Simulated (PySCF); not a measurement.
Ligand exchange on a metal centre used in film growth or etching (Hf F-OH). Gas-phase values, no solvent. One relaxed conformer stands for each flexible species; it need not be the lowest.

Level of theory: TPSSh-D3(BJ)/def2-TZVP // BP86-D3(BJ)/def2-SVP (PySCF 2.14.0). 

| species | charge on the central atom (Mulliken) (e) | HOMO (eV) | coordination number | LUMO (eV) | mean distance from the central atom to its bonded neighbours (Å) |
|---|---|---|---|---|---|
| 0 of 4 F replaced by OH | 1.70 | -11.01 | 4 | -1.21 | 1.915 |
| 1 of 4 F replaced by OH | 1.69 | -9.22 | 4 | -0.86 | 1.922 |
| 2 of 4 F replaced by OH ([Hf(F)2(OH)2]) | 1.68 | -8.56 | 4 | -0.60 | 1.929 |
| 3 of 4 F replaced by OH | 1.67 | -7.91 | 4 | -0.36 | 1.936 |
| 4 of 4 F replaced by OH | 1.64 | -7.46 | 4 | -0.13 | 1.942 |
